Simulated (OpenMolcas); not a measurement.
Er3+ with 6 ligands (bromide) in trigonal prismatic coordination (D3h) at 2.8 Å, a polar angle of 47.1° against the regular 49.1°. A charge of +0.5 e stands 2.6 Å behind each ligand. Ligand basis ANO-RCC-VDZP.
```
Er    0.0000    0.0000    0.0000
Br    2.0523    0.0000    1.9047
Br   -1.0262    1.7774    1.9047
Br   -1.0262   -1.7774    1.9047
Br    2.0523    0.0000   -1.9047
Br   -1.0262    1.7774   -1.9047
Br   -1.0262   -1.7774   -1.9047
```

```yaml
Program: OpenMolcas 26.06
Method: CASSCF
Basis: ANO-RCC-VDZP [7s6p4d2f1g]
Scalar_Hamiltonian: DKH2, point nucleus
Active_space: 11 electrons in 7 orbitals (4f)
State_averaging: 2S+1 = 4 odd, 35 roots (30 in the spin-orbit step); 2S+1 = 2 odd, 35 roots kept (CI in the orbitals of an earlier block)
Spin-orbit_coupling: state interaction with AMFI integrals over the reference wave functions
```

What is the spin-free ground state (labels of D3, the rotations of D3h)?

4A1, 1-fold in its orbital part; it has the highest spin that f11 allows.

Where is the first state of the same spin?

4E at 9.46 cm-1 above the ground state.

What are the lowest two levels with spin-orbit coupling?

A 2-fold level E1/2 with g = 1.20, 9.57, 9.57, then a 2-fold level E3/2 11.7 cm-1 above it. Their leading multiplicities are 4 (98 %) and 4 (98 %).

What is χT at 300 K, and how does it compare with the textbook value?

Hund's rules give f11 the level 4I15/2 with g = 1.200, so an isolated free-ion multiplet has χT = g² J(J+1) / 8 = 11.475 cm3 K/mol. The computed 11.399 at 300 K differs by -1 %, through the field's splitting, the mixing of terms and any other multiplet in reach.

High states are left out of the spin-orbit mixing, which shifts the levels that they would mix with. Without dynamic correlation the ligand-field splitting of an f shell can come out too small, at times by half. The first state left out of the spin-orbit step lies near 33000 cm-1 above the lowest spin-free state of the reference (among the parities and spins computed), and the lists stop at four fifths of that energy or lower. No measured value stands beside these numbers; the geometry is a model, was not optimised and need not be the one that this ion takes.
